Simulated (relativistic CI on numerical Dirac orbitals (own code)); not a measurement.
Radial Dirac CI calculation of Kr II.

Command:

```sh
python run_levels.py task.json out
```

Input:

```
atom Kr  Z=36  charge=1  electrons=35
nucleus A=84  rms_radius_fm=4.1884
hamiltonian dirac-coulomb  breit=on  qed=on  c_scale=1
orbitals kli  potential=per-configuration
slater_scale 1
correlation none
mixing on
grid step=0.008 r_max=74.5
scf mixing=0.4 start=green max_iterations=150 tolerance=2e-08 node_fill=0.05
configurations
  [Ar] 3d10 4s2 4p5
  [Ar] 3d10 4s2 4p4 4d
end
```

Output:

```
SCF 1: [Ar] 3d10 4s2 4p5
 iter      energy (Ha)   residual   last orbital (Ha)
    1     -2780.385573   1.73e+00     -1.43954
    2     -2787.718254   4.61e-01     -0.97943
    3     -2788.338112   8.28e-02     -0.86326
    4     -2788.350959   7.95e-02     -0.91753
    5     -2788.359053   3.05e-03     -0.89861
    6     -2788.358969   1.47e-03     -0.89835
    7     -2788.359020   4.11e-04     -0.89877
    8     -2788.359045   1.39e-04     -0.89896
    9     -2788.359039   2.46e-06     -0.89890
   10     -2788.359039   1.40e-07     -0.89891
   11     -2788.359039   2.26e-09     -0.89891
SCF 2: [Ar] 3d10 4s2 4p4 4d
 iter      energy (Ha)   residual   last orbital (Ha)
    1     -2780.076254   1.70e+00     -0.49210
    2     -2787.161031   4.52e-01     -0.30358
    3     -2787.734143   8.97e-02     -0.27667
    4     -2787.749641   6.26e-02     -0.29308
    5     -2787.753768   1.32e-02     -0.28763
    6     -2787.753598   1.31e-03     -0.28545
    7     -2787.753511   7.41e-04     -0.28531
    8     -2787.753556   2.42e-05     -0.28535
    9     -2787.753559   6.34e-06     -0.28535
   10     -2787.753559   2.50e-06     -0.28535
   11     -2787.753559   4.51e-08     -0.28535
   12     -2787.753559   1.33e-08     -0.28535
orbital energies (Ha): 3s -10.4151  3p1/2 -8.0749  3p3/2 -7.7851  3d3/2 -3.7076  3d5/2 -3.6600  4s -1.4318  4p1/2 -0.9242  4p3/2 -0.8989
configuration averages (Ha): Dirac-Coulomb, Breit, QED
  4p5                          -2788.359039    1.424922    0.956012
  4p4 4d                       -2787.753559    1.424399    0.956083
levels: no., configuration, term, J, E (cm-1), weight
   1 4p5                    2P*  3/2              0.0  1.00
   2 4p5                    2P*  1/2           5420.1  1.00
   3 4p4 4d                 4D   7/2         114700.5  0.95
   4 4p4 4d                 4D   5/2         115007.8  0.94
   5 4p4 4d                 4D   3/2         115622.1  0.94
   6 4p4 4d                 4D   1/2         116265.3  0.95
   7 4p4 4d                 4F   9/2         120946.9  0.97
   8 4p4 4d                 4F   7/2         123133.1  0.88
   9 4p4 4d                 4F   5/2         124788.4  0.96
  10 4p4 4d                 4P   1/2         125615.9  0.84
  11 4p4 4d                 4F   3/2         125642.3  0.98
  12 4p4 4d                 2P   1/2         126366.8  0.83
  13 4p4 4d                 4P   3/2         126761.2  0.90
  14 4p4 4d                 2F   7/2         128084.0  0.86
lowest total energy -2785.986337 Ha
end: converged
```

Against the reference input this run has: grid step 0.008. The reference run ends at -2785.986283 Ha with Breit and QED terms.

With so few configurations and no correlation, terms lie too far apart (by 10 to 50 % or more near neutrality), their order can be wrong, and levels of other configurations are missing.
